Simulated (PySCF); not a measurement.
Species: C₆H₈F₃N.
Numbering: `[F:1][C:2]([F:3])([F:4])[C@@H:5]1[CH2:6][CH2:7][CH:8]=[N:9][CH2:10]1` (hydrogens: H11 on C5; H12, H13 on C6; H14, H15 on C7; H16 on C8; H17, H18 on C10)

Method: PBE0-D3(BJ)/def2-SVP geometry optimisation, gas phase (PySCF).

(1) What internal coordinates does the optimisation give?

Results:

(1) 
```json
{"bond": "F1–C2, C2–F3, C2–F4", "length (bohr)": "2.529"}
{"bond": "C2–C5", "length (bohr)": "2.850"}
{"bond": "C5–C6", "length (bohr)": "2.880"}
{"bond": "C6–C7", "length (bohr)": "2.873"}
{"bond": "C7–C8", "length (bohr)": "2.843"}
{"bond": "C8=N9", "length (bohr)": "2.395"}
{"bond": "N9–C10", "length (bohr)": "2.727"}
{"bond": "C5–C10", "length (bohr)": "2.892"}
{"bond": "C5–H11", "length (bohr)": "2.086"}
{"bond": "C6–H12", "length (bohr)": "2.078"}
{"bond": "C6–H13", "length (bohr)": "2.083"}
{"bond": "C7–H14", "length (bohr)": "2.083"}
{"bond": "C7–H15", "length (bohr)": "2.090"}
{"bond": "C8–H16", "length (bohr)": "2.084"}
{"bond": "C10–H17", "length (bohr)": "2.088"}
{"bond": "C10–H18", "length (bohr)": "2.081"}
```

Bonds in one row agree within 0.02 bohr and their mean is given. A selection of angles:
```json
{"angle": "F1–C2–F3", "degrees": "107.2"}
{"angle": "F1–C2–C5", "degrees": "111.9"}
{"angle": "C2–C5–C6", "degrees": "112.1"}
{"angle": "C2–C5–C10", "degrees": "111.5"}
{"angle": "C2–C5–H11", "degrees": "105.4"}
{"angle": "C6–C5–C10", "degrees": "110.1"}
{"angle": "C6–C5–H11", "degrees": "108.9"}
{"angle": "C10–C5–H11", "degrees": "108.7"}
{"angle": "C5–C6–C7", "degrees": "108.9"}
{"angle": "C5–C6–H12", "degrees": "110.8"}
{"angle": "C5–C6–H13", "degrees": "108.8"}
{"angle": "C7–C6–H12", "degrees": "111.3"}
{"angle": "C7–C6–H13", "degrees": "109.9"}
{"angle": "H12–C6–H13", "degrees": "107.0"}
{"angle": "C6–C7–C8", "degrees": "111.9"}
{"angle": "C6–C7–H14", "degrees": "111.2"}
{"angle": "C6–C7–H15", "degrees": "111.1"}
{"angle": "C8–C7–H14", "degrees": "108.8"}
{"angle": "C8–C7–H15", "degrees": "108.3"}
{"angle": "H14–C7–H15", "degrees": "105.3"}
{"angle": "C7–C8–N9", "degrees": "127.1"}
{"angle": "C7–C8–H16", "degrees": "116.3"}
{"angle": "N9–C8–H16", "degrees": "116.6"}
{"angle": "C8–N9–C10", "degrees": "120.3"}
{"angle": "N9–C10–H17", "degrees": "107.6"}
{"angle": "N9–C10–H18", "degrees": "107.9"}
{"angle": "C5–C10–N9", "degrees": "115.5"}
{"angle": "C5–C10–H17", "degrees": "109.8"}
{"angle": "C5–C10–H18", "degrees": "110.1"}
{"angle": "H17–C10–H18", "degrees": "105.4"}
```

Torsions: F1–C2–C5–C6 61° (synclinal); C2–C5–C6–C7 177° (antiperiplanar); C5–C6–C7–C8 42° (synclinal); C6–C7–C8–N9 -13° (synperiplanar); C7–C8–N9–C10 -1° (synperiplanar); C8–N9–C10–C5 -15° (synperiplanar); C2–C5–C10–N9 170° (antiperiplanar).

The 6-membered ring C5–C6–C7–C8–N9–C10 has internal angles of 108.9° to 127.1° (sum 694°, against 720° for a flat polygon); it is puckered, 0.20 Å rms from its mean plane, widest ring torsion 58°. The C–C distances run from 1.505 Å (C7–C8, drawn single) to 1.530 Å (C5–C10, drawn single), a spread of 0.025 Å. All 3 C–F bonds measure 1.338 to 1.340 Å. The 2 C–N bonds span 1.267 Å (C8=N9, drawn double) to 1.443 Å (N9–C10, drawn single), a spread of 0.176 Å. Of the pairs four or more bonds apart, F1···H17 is among the closest relative to their van der Waals radii: 2.55 Å, 96 % of the sum of Bondi's values.

Point group: C1 (no symmetry element, even within 0.4 Å). Stationary, but not proved a minimum. One conformer, not necessarily the lowest.

The run took about 8 min of CPU time (one thread, shared machine). These figures are those of the optimisation.
